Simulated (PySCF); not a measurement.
Atom-mapped SMILES (the numbers label the heavy atoms): `[cH:1]1[cH:2][cH:3][n:4]([CH:5]2[CH2:6][SiH2:7][CH2:8]2)[cH:9]1`. Hydrogens are named by the atom that carries them. Ha(C6), Ha(Si7), Ha(C8) are cis to N4 on the ring; Hb(C6), Hb(Si7), Hb(C8) are trans to N4 on the ring.

GIAO PBE0/pcSseg-1 shifts (PySCF 2.14.0 with density-fitted response routines, gas phase, non-relativistic, equivalent atoms averaged), each against references optimised in the same way as the molecule (TMS, NH3).

On the GFN2-xTB geometry: C3/C9 120.5, C1/C2 114.3, C5 54.8, C6/C8 23.7, N4 212.6, Si7 -54.8, H(C3)/H(C9) 6.75, H(C1)/H(C2) 6.38, Ha(Si7) 4.74, H(C5) 4.51, Hb(Si7) 4.48, Hb(C6)/Hb(C8) 2.25, Ha(C6)/Ha(C8) 2.12 ppm.

Problem. What changes on the PBE0-D3(BJ)/def2-SVP geometry?

Solution. 
```json
{"atoms": "C3/C9", "δ (ppm)": "120.6", "change": "+0.1"}
{"atoms": "C1/C2", "δ (ppm)": "114.2", "change": "-0.1"}
{"atoms": "C5", "δ (ppm)": "55.6", "change": "+0.8"}
{"atoms": "C6/C8", "δ (ppm)": "23.6", "change": "-0.1"}
{"atoms": "N4", "δ (ppm)": "213.1", "change": "+0.5"}
{"atoms": "Si7", "δ (ppm)": "-52.2", "change": "+2.6"}
{"atoms": "H(C3)/H(C9)", "δ (ppm)": "6.66", "change": "-0.09"}
{"atoms": "H(C1)/H(C2)", "δ (ppm)": "6.28", "change": "-0.10"}
{"atoms": "Ha(Si7)", "δ (ppm)": "4.48", "change": "-0.26"}
{"atoms": "H(C5)", "δ (ppm)": "4.05", "change": "-0.46"}
{"atoms": "Hb(Si7)", "δ (ppm)": "4.32", "change": "-0.16"}
{"atoms": "Hb(C6)/Hb(C8)", "δ (ppm)": "1.70", "change": "-0.55"}
{"atoms": "Ha(C6)/Ha(C8)", "δ (ppm)": "1.83", "change": "-0.29"}
```

Bonds between heavy atoms that differ most (equivalent bonds averaged): C1–C2 1.408 → 1.421 Å, C6–Si7 1.911 → 1.899 Å, N4–C5 1.434 → 1.445 Å, C2–C3 1.368 → 1.379 Å, C3–N4 1.359 → 1.370 Å. Mean change of bonds to hydrogen: C–H +0.013 Å, Si–H +0.032 Å. The two structures also differ in conformation, which adds to the changes.
